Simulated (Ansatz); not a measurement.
The molecule ZnN, multiplicity 4 (lowest of 2S+1 = 2, 4 at CCSD(T)/def2-TZVPP on PBE0 minima; our sources give no spin for the ground state, which may be another). No spin–orbit coupling. Zn is treated without relativity.

The constants come from a fifth-degree fit in 1/R (seven points, main isotopes). In def2 and cc sets the state is the lowest found near the PBE0 minimum, followed along R.

Correlated levels freeze the inner cores; with def2 sets outer-core shells near the valence are correlated too. CBS(a, b) extrapolates the correlation energy as X⁻³ and adds the Hartree–Fock energy of set b.

The values were computed with Ansatz (Gaussian orbitals). Each number belongs to the level named beside it.

### Question
What bond length and harmonic frequency does PBE0/def2-TZVPP give?

### Answer
r_e = 2.040 Å, ω_e = 353 cm⁻¹.

### Question
What bond length and harmonic frequency does CAM-B3LYP/def2-TZVPP give?

### Answer
r_e = 2.036 Å, ω_e = 350 cm⁻¹.

### Question
What bond length and harmonic frequency does CCSD(T)/CBS(def2-TZVPP, def2-QZVPP) give?

### Answer
r_e = 2.046 Å, ω_e = 311 cm⁻¹.

Ansatz is a first-principles code.
